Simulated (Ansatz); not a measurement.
Reaction (substitution at a C–Ga bond): `C#C[CH2][GaH][CH3]` + CH₃OH → `C#CCOC` + `[CH3][GaH2]`

Calculated with Ansatz (gas phase, PBE0-D4/def2-TZVP geometries, no zero-point term in ΔE). CCSD(T)/CBS adds triple-zeta CCSD(T) − MP2 to the extrapolated MP2 energy (def2 sets, frozen cores). This one scheme is used for every species. Functionals use def2-TZVPP. B3LYP here is the variant with VWN-RPA as its local correlation; programs differ in this. For Ga outer-core shells are correlated without core-valence functions, which leaves a few kJ/mol of doubt a bond. Scalar relativity is left out up to krypton. Each species was taken in one conformer, which may not be the lowest.

```csv
level,ΔE (kJ/mol),difference from CCSD(T)/CBS
r2SCAN-D4,78.6,-6.7
B3LYP-D4,76.8,-8.5
ωB97X-V,72.0,-13.3
B2PLYP,77.4,-7.9
PBE,78.3,-7.0
r2SCAN,78.2,-7.1
PBE0,79.5,-5.8
B3LYP,74.2,-11.1
HF/def2-TZVPP,64.7,-20.6
CCSD/def2-TZVPP,78.1,-7.2
CCSD(T)/def2-TZVPP,78.8,-6.5
HF/def2-QZVPP,64.2,-21.1
MP2/def2-QZVPP,91.1,5.8
SCS-MP2/def2-QZVPP,82.8,-2.5
HF/CBS(def2),64.2,-21.1
MP2/CBS(def2),94.0,8.7
CCSD(T)/CBS,85.3,0
```

Largest T1 diagnostic among the species: 0.012.

In def2-TZVPP, CCSD(T) changes the Hartree–Fock value by +14.1 kJ/mol (the triples alone add +0.7 kJ/mol) and MP2 by +22.8 kJ/mol.

CCSD(T)/CBS has its own doubt, a few kJ/mol and more with outer-core shells, so smaller differences from it don't rank the levels.
